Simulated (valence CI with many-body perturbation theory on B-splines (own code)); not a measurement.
**Te30+: key properties**

Computed by relativistic CI+MBPT: four valence electrons over a frozen Dirac-Fock core [Ar], a basis of 9 s, 9 p, 10 d, 8 f, 5 g, 3 h, 1 i functions for each j, with the one-electron correlation potential Σ1, the two-electron term Σ2, the three-electron term Σ3, Breit, model QED; selected CI, second order for the rest (own B-spline code, finite nucleus).

No measured spectrum was set against this ion. As an estimate, large intervals hold to a few tenths of a per cent, small ones and those within an open d or f shell to about a per cent. Core correlation moves these levels by up to 7700 cm⁻¹, and in measured spectra 5 to 20 % of such shifts remained as error; rates that hang on mixing are uncertain with them. Only levels of the ground parity were solved; by the run's estimate the other parity begins above the list, which can be wrong where configurations are misplaced.

Levels are named by their leading jj configuration (3d3/2^4 stands for four electrons in 3d with j = 3/2), which in mixed levels can hold well under half, so a name can repeat and another be missing.

Rates and lifetimes use the calculated energies. Strong lines usually hold to 10 to 20 %, long lifetimes can be off by a factor of two.

Q: What is the ground level?

A: (3d3/2^4) J=0, composition 47 % 3d⁴ ³P + 46 % 3d⁴ ⁵D + 7 % 3d⁴ ¹S.

Q: Name the longest-lived excited levels whose lifetime is computed, and their main decay.

A: (3d3/2^3 3d5/2) J=4 at 15.231 eV lives 19100 s, mostly by E2 to (3d3/2^3 3d5/2) J=2.

Q: What is the ionisation energy?

A: 1803.4 eV; NIST lists 1803 ± 4 eV (theoretical).

Q: How well does LS coupling describe the low levels?

A: Among the lowest 20 levels the leading LS term, summed over configurations, holds 56 % on average. For single configurations the figures are 56 % in LS and 78 % in jj coupling. Terms mix most in the J = 4 level at 15.231 eV, where the leading one holds 32 %.
